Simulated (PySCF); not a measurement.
CHS2, SMILES S=C=[SH+], charge +1. Atoms are numbered in the order given.

```xyz
4

S      0.0003     1.6029     0.0000
C      0.0224     0.1017     0.0000
S     -0.0874    -1.5336     0.0000
H      1.2589    -1.7203     0.0000
```
Charge +1, spin multiplicity 1.

The structure is a stationary point at B3LYP-D3(BJ)/def2-TZVP. The isomer is the one that the SMILES or the coordinates give; other isomers of the formula were not compared.

All values below come from PySCF with TDA-CAM-B3LYP/def2-SVPD.

Vertical excitations.  State labels are in the subgroup Cs.

```json
[
 {"state": "S1", "symmetry": "A\"", "energy (eV)": "3.42", "λ (nm)": "363", "f": "0.000", "main pairs": "HOMO→LUMO 98 %"},
 {"state": "S2", "symmetry": "A'", "energy (eV)": "4.92", "λ (nm)": "252", "f": "0.032", "main pairs": "HOMO→LUMO+1 55 %, HOMO−1→LUMO 40 %"},
 {"state": "S3", "symmetry": "A\"", "energy (eV)": "5.78", "λ (nm)": "214", "f": "0.001", "main pairs": "HOMO−1→LUMO+1 92 %"},
 {"state": "S4", "symmetry": "A\"", "energy (eV)": "6.37", "λ (nm)": "195", "f": "0.000", "main pairs": "HOMO−2→LUMO 89 %"},
 {"state": "S5", "symmetry": "A\"", "energy (eV)": "7.17", "λ (nm)": "173", "f": "0.001", "main pairs": "HOMO→LUMO+2 74 %, HOMO→LUMO+3 17 %"},
 {"state": "S6", "symmetry": "A'", "energy (eV)": "7.36", "λ (nm)": "168", "f": "0.320", "main pairs": "HOMO−2→LUMO+1 43 %, HOMO−3→LUMO 28 %, HOMO→LUMO+1 16 %, HOMO−1→LUMO 9 %"},
 {"state": "S7", "symmetry": "A\"", "energy (eV)": "7.88", "λ (nm)": "157", "f": "0.001", "main pairs": "HOMO→LUMO+3 75 %, HOMO→LUMO+2 18 %"},
 {"state": "S8", "symmetry": "A'", "energy (eV)": "8.00", "λ (nm)": "155", "f": "0.616", "main pairs": "HOMO−3→LUMO 47 %, HOMO−1→LUMO 22 %, HOMO→LUMO+1 14 %, HOMO−4→LUMO 8 %"},
 {"state": "S9", "symmetry": "A\"", "energy (eV)": "8.47", "λ (nm)": "146", "f": "0.000", "main pairs": "HOMO−3→LUMO+1 90 %"},
 {"state": "S10", "symmetry": "A'", "energy (eV)": "8.91", "λ (nm)": "139", "f": "0.294", "main pairs": "HOMO−4→LUMO 73 %"},
 {"state": "T1", "symmetry": "A\"", "energy (eV)": "3.07", "λ (nm)": "403", "f": "0", "main pairs": "HOMO→LUMO 96 %"},
 {"state": "T2", "symmetry": "A'", "energy (eV)": "3.51", "λ (nm)": "353", "f": "0", "main pairs": "HOMO→LUMO+1 86 %"},
 {"state": "T3", "symmetry": "A'", "energy (eV)": "3.90", "λ (nm)": "318", "f": "0", "main pairs": "HOMO−1→LUMO 80 %"},
 {"state": "T4", "symmetry": "A\"", "energy (eV)": "5.28", "λ (nm)": "235", "f": "0", "main pairs": "HOMO−1→LUMO+1 83 %"}
]
```
Triplets are in the Tamm–Dancoff approximation.
